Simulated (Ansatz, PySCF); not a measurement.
A series of gas-phase deprotonation energy values:

A. N[SiH2]N → [NH-][SiH2]N + H+
B. NB(N)Br -> [NH-]B(N)Br + H+
C. NB(N)Cl -> [NH-]B(N)Cl + H+
D. NBN -> [NH-]BN + H+
E. N[SiH3] -> [NH-][SiH3] + H+

Quantity: gas-phase deprotonation energy (enthalpy at 298 K, with B3LYP-D3(BJ) rigid-rotor harmonic-oscillator terms), kJ/mol. Each molecule is optimised on its own at B3LYP-D3(BJ)/def2-TZVP (Ansatz, a quantum-chemistry and plane-wave program), one conformer each, not searched for the lowest. Frequencies are from Ansatz or PySCF. Correlated levels leave the core frozen unless marked. Spin-orbit coupling is left out. Frozen are the shells of the preceding noble gas and the d and f shells that filled before the atom's block. No relativistic terms. CBS marks a two-point X^-3 extrapolation of the correlation energy; Hartree-Fock from the larger set. [CCSD(T)-MP2]/basis is that difference in the basis named. Anions need diffuse functions, which plain sets lack and def2-D sets hold few of.

```tsv
	SVWN5/def2-TZVPD (Ansatz)	revPBE/def2-TZVPD (Ansatz)	r2SCAN-D4/def2-TZVPD (Ansatz + dftd4)	RI-MP2/CBS(aug-cc-pV(T+d)Z,aug-cc-pV(Q+d)Z)+[CCSD(T)-MP2]/aug-cc-pV(T+d)Z (Ansatz)
A	1539.9	1570.5	1577.7	(withheld)
B	1508.3	1531.3	1537.1	(withheld)
C	1525.6	1550.4	1556.7	(withheld)
D	1579.3	1608.9	1616.5	(withheld)
E	1530.8	1564.9	1569.4	(withheld)
```

**Question.** Complete the blanks.

**Answer.** 
- A, RI-MP2/CBS(aug-cc-pV(T+d)Z,aug-cc-pV(Q+d)Z)+[CCSD(T)-MP2]/aug-cc-pV(T+d)Z (Ansatz): 1579.0
- B, RI-MP2/CBS(aug-cc-pV(T+d)Z,aug-cc-pV(Q+d)Z)+[CCSD(T)-MP2]/aug-cc-pV(T+d)Z (Ansatz): 1537.8
- C, RI-MP2/CBS(aug-cc-pV(T+d)Z,aug-cc-pV(Q+d)Z)+[CCSD(T)-MP2]/aug-cc-pV(T+d)Z (Ansatz): 1555.9
- D, RI-MP2/CBS(aug-cc-pV(T+d)Z,aug-cc-pV(Q+d)Z)+[CCSD(T)-MP2]/aug-cc-pV(T+d)Z (Ansatz): 1613.9
- E, RI-MP2/CBS(aug-cc-pV(T+d)Z,aug-cc-pV(Q+d)Z)+[CCSD(T)-MP2]/aug-cc-pV(T+d)Z (Ansatz): 1573.0
